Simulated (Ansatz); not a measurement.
`CO[Si](F)(F)S` → `F[SiH](F)S` + `C=O`  (β-hydride elimination)

Computed with Ansatz on PBE0-D4/def2-TZVP structures; ΔE is electronic, products minus reactants. CBS: MP2 limit from def2 TZ/QZ plus the TZ coupled-cluster correction, frozen cores. This one scheme is used for every species. DFT in def2-TZVPP. Each species was taken in one conformer, which may not be the lowest.

```tsv
level	ΔE (eV)	difference from CCSD(T)/CBS
ωB97X-V	2.34	0.02
revPBE	1.88	-0.44
BLYP	1.87	-0.45
r2SCANh	2.40	0.08
CAM-B3LYP	2.29	-0.03
HF/def2-SVP	2.05	-0.27
MP2/def2-SVP	2.09	-0.23
HF/def2-TZVPP	2.14	-0.18
HF/def2-QZVPP	2.15	-0.17
SCS-MP2/def2-QZVPP	2.25	-0.07
CCSD(T)/CBS	2.32	0
```

Largest T1 diagnostic among the species: 0.015.

Leaving LDA and LC-ωPBE aside and taking each functional with its dispersion term where it has one, the values, not all of them listed here, spread over 0.44 eV, from BLYP-D4 to r2SCAN0-D4. LDA lies +0.56 eV from PBE without D4. At CCSD(T), def2-SVP lies −0.34 eV from the extrapolated value and def2-TZVPP −0.07 eV. From PBE to PBE0 (25 % exact exchange), in def2-TZVPP and without D4, ΔE moves by +0.19 eV.
